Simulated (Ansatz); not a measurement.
Total energies of BrClH₂OSi, SMILES `O[SiH](Cl)Br`.

Cartesian coordinates in Å:
```
O 1.284 0.177 -0.387
Si -0.182 0.124 0.303
Cl -0.635 -1.761 0.943
Br -1.753 0.745 -1.121
H 1.444 -0.328 -1.187
H -0.157 1.042 1.449
```

The species carries charge 0 and has multiplicity 1. Correlated methods include outer-core shells of Br, which these sets cover unevenly. Scalar relativity is left out up to krypton. The structure was optimised at the PBE0-D4/def2-TZVP level. It is one conformer, not always the lowest. Basis def2-TZVPP, Ansatz.

RPA on PBE orbitals: Hartree–Fock energy of these orbitals -3397.04339 Eh, correlation -1.28142 Eh (frozen core).

```csv
functional,energy without D4 (Eh),D4 term (kJ/mol)
revPBE,-3400.09177,-44.7
B97M-V,-3399.81118,–
B3LYP,-3400.55094,-28.2
r2SCANh,-3400.37713,-4.1
r2SCAN0,-3400.36640,-4.6
BHLYP,-3400.44688,-24.3
LC-ωPBE,-3399.87495,–
ωB97X-V,-3400.11459,–
ωB97M-V,-3400.28526,–
PBE-QIDH,-3399.35708,–
```

Q: Give the same for LDA (SPW92), PBE, BLYP, r2SCAN, PBE0, HSE06 (plane-wave form), CAM-B3LYP, B2PLYP. (Best estimate.)

A: Ansatz gave: 
| functional | energy without D4 (Eh) | D4 term (kJ/mol) |
| --- | --- | --- |
| LDA (SPW92) | -3393.74449 | – |
| PBE | -3399.68320 | -17.1 |
| BLYP | -3400.49204 | -37.2 |
| r2SCAN | -3400.38501 | -3.7 |
| PBE0 | -3399.83945 | -14.5 |
| HSE06 (plane-wave form) | -3399.82652 | -13.7 |
| CAM-B3LYP | -3400.61280 | -15.0 |
| B2PLYP | -3399.81106 | – |

B3LYP takes the VWN-RPA correlation (the form of Gaussian; ORCA's B3LYP/G). HSE06 is the plane-wave form, built on full-range PBE exchange. The double hybrids freeze the cores in their second-order part.

LC-ωPBE has ω = 0.4 bohr⁻¹.
